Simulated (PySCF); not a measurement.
Several orderings of computed values.

All species are isolated and taken at one optimised geometry, non-relativistic unless stated; the electronic structure was computed with PySCF and density fitting.

The conformers computed, where there is a choice (atom-mapped SMILES and torsion angles):
- `[CH3:1][N:2]([CH3:3])[C:4](=[O:5])[C:6]#[C:7][CH2:8][F:9]`: C1–N2–C4–O5 180°
- `[SiH3:1][SiH2:2][SiH2:3][SiH3:4]`: Si1–Si2–Si3–Si4 57°
- `[O:1]=[C:2]=[N:3][c:4]1[cH:5][cH:6][cH:7][cH:8][c:9]1[F:10]`: C2–N3–C4–C5 180°
- `[F:1]/[CH:2]=[CH:3]/[O:4][SiH2:5][CH2:6][SiH3:7]`: C2–C3–O4–Si5 5°, C3–O4–Si5–C6 59°, O4–Si5–C6–Si7 40°
- `[CH3:1][CH2:2][PH+:3]1[CH:4]=[CH:5][CH:6]=[CH:7]1`: C1–C2–P3–C4 -176°
- `[SiH3:1][CH2:2][SiH2:3][N:4]([SiH3:5])[SiH3:6]`: Si1–C2–Si3–N4 -178°, C2–Si3–N4–Si5 -169°
- `[CH3:1][O:2][C@@H:3]1[SiH2:4][CH2:5][Si@@H:6]1[F:7]`: C1–O2–C3–Si4 176°

The conformers of `FC[C@@H]1C[SiH2]O[SiH2]1` aren't listed.

Question: Rank by lowest singlet excitation, lowest first (TDDFT PBE0/def2-SVPD at GFN2-xTB geometries).
A. `C#Cc1cc[n+]([O-])cc1F`
B. `F/C=C/O[SiH2]C[SiH3]`
C. `C1[SiH2]O[SiH2][C@@H]1CF`
D. `CN(C)C(=O)C#CCF`
E. `O=C=NC1=CC=CC=C1F`
F. `[SiH3][SiH2][SiH2][SiH3]`

Answer: A (4.09 eV), D (4.95 eV), E (5.17 eV), B (5.90 eV), F (6.61 eV), C (6.95 eV).

By how much do the two ends of that ranking differ?

By 2.86 eV, between `FC[C@@H]1C[SiH2]O[SiH2]1` and `C#Cc1cc[n+]([O-])cc1F`.

Question: Rank by HOMO energy, lowest first (PBE0/def2-SVPD at GFN2-xTB geometries).
A. `C(N(C)C)(=O)C#CCF`
B. `CC[PH+]1C=CC=C1`
C. `[SiH3][SiH2][SiH2][SiH3]`
D. `F/C=C/O[SiH2]C[SiH3]`
E. `C#Cc1cc[n+]([O-])cc1F`
F. `O=C=Nc1ccccc1F`

Answer: B (-12.08 eV), C (-8.23 eV), A (-7.32 eV), F (-7.14 eV), D (-6.89 eV), E (-6.72 eV).

Question: Rank by electronic spatial extent ⟨r²⟩ about the centre of nuclear charge, highest first (PBE0/def2-SVPD at GFN2-xTB geometries).
A. `C1=CC=C[PH+]1CC`
B. `O=C=Nc1ccccc1F`
C. `F/C=C/O[SiH2]C[SiH3]`
D. `C#Cc1cc[n+]([O-])cc1F`
E. `CN(C(=O)C#CCF)C`
F. `[SiH3][SiH2][SiH2][SiH3]`

Answer: E (1712 bohr²), C (1460 bohr²), B (1439 bohr²), D (1409 bohr²), F (1326 bohr²), A (965 bohr²).

By how much do the two ends of that ranking differ?

By 747 bohr², between `CN(C)C(=O)C#CCF` and `CC[PH+]1C=CC=C1`.

Question: Rank by HOMO–LUMO gap, highest first (PBE0/def2-SVPD at GFN2-xTB geometries).
A. `C(F)C#CC(=O)N(C)C`
B. `C#Cc1cc[n+]([O-])cc1F`
C. `F/C=C/O[SiH2]C[SiH3]`
D. `c1ccc(F)c(c1)N=C=O`

Answer: C (6.95 eV), A (6.44 eV), D (6.14 eV), B (4.59 eV).

By how much do the two ends of that ranking differ?

By 2.36 eV, between `F/C=C/O[SiH2]C[SiH3]` and `C#Cc1cc[n+]([O-])cc1F`.

Question: Rank by smallest rotational constant, highest first (GFN2-xTB).
A. `F/C=C/O[SiH2]C[SiH3]`
B. `[SiH2]([SiH3])[SiH2][SiH3]`
C. `[SiH3]N([SiH2]C[SiH3])[SiH3]`
D. `CC[PH+]1C=CC=C1`
E. `CN(C)C(=O)C#CCF`
F. `C(=O)=Nc1ccccc1F`
G. `CO[C@@H]1[SiH2]C[Si@@H]1F`

Answer: D (1.287 GHz), G (1.071 GHz), B (0.918 GHz), A (0.798 GHz), F (0.726 GHz), E (0.621 GHz), C (0.563 GHz).

Question: Rank by static isotropic polarisability, lowest first (PBE0/def2-SVPD at GFN2-xTB geometries).
A. `C(=O)=Nc1ccccc1F`
B. `[SiH3][SiH2][SiH2][SiH3]`
C. `CN(C)C(=O)C#CCF`
D. `C#CC1=C(F)C=[N+]([O-])C=C1`

Answer: C (88.1 au), A (91.7 au), D (102.3 au), B (121.1 au).

Give the two extremes of that set as polarisability volumes in Å³.

`CN(C)C(=O)C#CCF`: 13.05 Å³; `[SiH3][SiH2][SiH2][SiH3]`: 17.95 Å³.
